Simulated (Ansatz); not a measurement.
The lowest singlet and triplet of FHSi (SMILES F[SiH]); geometries from B3LYP-D3(BJ)/def2-TZVP, each state relaxed from the structure named, with no frequency check.
Singlet (charge 0, multiplicity 1):
```xyz
3

F      0.844    -0.575     0.000
Si    -0.435     0.419     0.000
H     -1.509    -0.682     0.000
```
Triplet (charge 0, multiplicity 3):
```json
[
 {"atom": "F", "x (Å)": "0.9261", "y (Å)": "-0.4626", "z (Å)": "0.0000"},
 {"atom": "Si", "x (Å)": "-0.4757", "y (Å)": "0.3370", "z (Å)": "0.0000"},
 {"atom": "H", "x (Å)": "-1.6752", "y (Å)": "-0.5540", "z (Å)": "0.0000"}
]
```

A positive gap puts the triplet lower; no zero-point energy. R- takes a restricted singlet. U- takes an unrestricted singlet (broken symmetry where lower, unprojected). The triplet is unrestricted in single-reference levels. Active spaces average the two states.

Cores are frozen in the correlated methods.

Programs: Ansatz (Gaussian basis) for Hartree–Fock, density functionals and correlated methods. Values without a source in brackets are computed.

```
level                                       gap E(singlet) − E(triplet), adiabatic (kcal/mol)
------------------------------------------  -------------------------------------------------
R-HF/cc-pV(Q+d)Z                                                                       -20.60
U-SVWN5/def2-TZVPP                                                                     -37.49
R-BHLYP/def2-TZVPP                                                                     -36.97
U-B2PLYP/def2-TZVPP                                                                    -37.93
U-MP2/cc-pV(T+d)Z (spin-contaminated)                                                       ?
SA-CASSCF(2,2)/cc-pV(D+d)Z                                                             -33.52
SA-CASSCF(2,2)/cc-pV(Q+d)Z                                                             -33.07
FIC-MRCISD+Q on SA-CASSCF(2,2)/cc-pV(T+d)Z                                             -38.72
FIC-MRCISD+Q on SA-CASSCF(2,2)/cc-pV(Q+d)Z                                             -38.68
```

Problem. Fill in the missing entries.

Solution. 
- U-MP2/cc-pV(T+d)Z (spin-contaminated), gap E(singlet) − E(triplet), adiabatic (kcal/mol): -31.03

Doubts at one or more of the structures used: a restricted determinant that unrestricted orbitals would lower (R-HF/cc-pV(Q+d)Z).

Ansatz is a program for electronic structure.
